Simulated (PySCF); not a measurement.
## Debugging a PySCF script (CsP)

```python
from pyscf import gto, dft

mol = gto.M(
    atom='Cs 0 0 0; P 0 0 3.76',
    basis='sbkjc',
    ecp={'Cs': 'sbkjc', 'P': 'sbkjc'},
    charge=0,
    spin=2,
    verbose=4,
)
mf = dft.ROKS(mol, xc='scan')
mf.max_cycle = 1
mf.kernel()
g = mf.nuc_grad_method()
g.grid_response = True
g.kernel()
mf.dip_moment()
print('orbital energies (hartree):', mf.mo_energy[..., max(0, mol.nelec[1]-3):mol.nelec[0]+3].round(4))
```

```bash
$ OMP_NUM_THREADS=1 python input.py
```

The log, shortened:

```
[earlier lines left out]
    S. Lehtola, C. Steigemann, M. J.T. Oliveira, and M. A.L. Marques.,  SoftwareX 7, 1–5 (2018)
XC functionals = scan
    J. Sun, A. Ruzsinszky, and J. P. Perdew.,  Phys. Rev. Lett. 115, 036402 (2015)
    J. Sun, A. Ruzsinszky, and J. P. Perdew.,  Phys. Rev. Lett. 115, 036402 (2015)
radial grids:
    Treutler-Ahlrichs [JCP 102, 346 (1995); DOI:10.1063/1.469408] (M4) radial grids

becke partition: Becke, JCP 88, 2547 (1988); DOI:10.1063/1.454033
pruning grids: <function nwchem_prune>
grids dens level: 3
symmetrized grids: False
atomic radii adjust function: <function treutler_atomic_radii_adjust>
small_rho_cutoff = 0
Set gradient conv threshold to 3.16228e-05
tot grids = 42888
init E= -6.31332139995498
cycle= 1 E= -6.60083893414936  delta_E= -0.288  |g|= 0.0315  |ddm|= 1.49
SCF not converged.
SCF energy = -6.60083893414936

WARN: Ground state ROKS not converged

******** <class 'pyscf.grad.roks.Gradients'> for <class 'pyscf.dft.roks.ROKS'> ********
unit = Eh/Bohr
grid_response = True
--------------- ROKS gradients ---------------
         x                y                z
0 Cs     0.0000000000     0.0000000000    -0.0031217772
1 P    -0.0000000000    -0.0000000000     0.0031217772
----------------------------------------------
Dipole moment(X, Y, Z, Debye): -0.00000, -0.00000, -13.47457
orbital energies (hartree): [-0.4127 -0.1086 -0.0999 -0.0999 -0.0593 -0.0185 -0.0185]
```

Task: Which setting is at fault, why, and what does a mended input give?

Result: The cycle limit (1): the limit is below the number of cycles that the SCF needs. With this edit
```diff
- mf.max_cycle = 1
```
the run finishes: E(SCF) = -6.603395 Eh, 9 cycles, μz(SCF) = -12.91 D, gradient on the second atom 0.0042 Eh/bohr.

The bond length is a typed value, not an optimised one. No search for the lowest solution was made.
